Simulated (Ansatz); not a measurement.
Reaction (cleavage of the Si–Al bond): `[OH][Al]([Cl])[SiH2]Cl` + `[NH2][GeH3]` → `Cl[SiH2][NH][GeH3]` + `[OH][AlH][Cl]`

Gas-phase electronic energies from Ansatz, PBE0-D4/def2-TZVP geometries. CCSD(T)/CBS is the MP2 limit (def2-TZVPP, def2-QZVPP) plus CCSD(T) − MP2 in def2-TZVPP, frozen cores. This one scheme is used for every species. DFT in def2-TZVPP. For Ge outer-core shells are correlated without core-valence functions, which leaves a few kJ/mol of doubt a bond. Scalar relativity is left out up to krypton. Each species was taken in one conformer, which may not be the lowest.

```csv
species,PBE0 energy (Eh)
`[OH][Al]([Cl])[SiH2]Cl`,-1528.99473
`[NH2][GeH3]`,-2134.45419
`Cl[SiH2][NH][GeH3]`,-2884.58245
`[OH][AlH][Cl]`,-778.88894
```

Work out ΔE.

ΔE = (-2884.58245) + (-778.88894) − (-1528.99473) − (-2134.45419) = -0.02247 Eh = -59.0 kJ/mol. CCSD(T)/CBS gives -75.6 kJ/mol.

Largest T1 diagnostic among the species: 0.011.

From BLYP to BHLYP (50 % exact exchange), in def2-TZVPP and without D4, ΔE moves by −14.7 kJ/mol. Leaving LDA and LC-ωPBE aside and taking each functional with its dispersion term where it has one, the values, not all of them listed here, spread over 25.6 kJ/mol, from ωB97M-V to PBE-D4. LDA lies −10.1 kJ/mol from PBE without D4. The D4 term adds −3.6 kJ/mol with B3LYP and −1.7 kJ/mol with PBE0; it sums over pairs of atoms, weighted by their polarisabilities, and B3LYP, whose exchange is more repulsive, gets the larger term.

B3LYP here is the variant with VWN-RPA as its local correlation; programs differ in this.
